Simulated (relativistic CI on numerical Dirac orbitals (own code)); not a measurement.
# K II: what numerical and physical settings do to a radial Dirac CI calculation

Reference input:

```
atom K  Z=19  charge=1  electrons=18
nucleus A=39  rms_radius_fm=3.4349
hamiltonian dirac-coulomb  breit=on  qed=on  c_scale=1
orbitals kli  potential=per-configuration
slater_scale 1
correlation none
mixing on
grid step=0.0125 r_max=51.4
scf mixing=0.4 start=green max_iterations=150 tolerance=2e-08 node_fill=0.05
configurations
  [Ne] 3s2 3p6
end
```

Computed lowest total energy -601.10628 Ha, 11 SCF steps. Runs with settings changed; * marks those that are bad on purpose (the QED terms keep the true α when c is scaled):

```
                                                                   Changed    Outcome  Lowest level    ΔE (Ha)  First excitation (cm⁻¹)  SCF steps  Message
start potential bare, speed of light × 1.25, end of the grid at 35.98 bohr  converged      3p6 1S_0      0.793                                  13         
                                             end of the grid at 154.2 bohr  converged      3p6 1S_0  -4.55e-13                                  11         
    node fill of the KLI weights 0.2, SCF mixing 0.7, start potential bare  converged      3p6 1S_0    0.00183                                  10         
         iteration limit 30, SCF mixing 0.2, end of the grid at 154.2 bohr  converged      3p6 1S_0  -1.05e-09                                  11         
                                                nuclear radius 343.49 fm *  converged      3p6 1S_0       6.35                                  10         
                                                      SCF tolerance 0.05 *  converged      3p6 1S_0   0.000236                                   4
```

With so few configurations and no correlation, terms lie too far apart (by 10 to 50 % near neutrality), their order can be wrong, and levels of other configurations are missing.
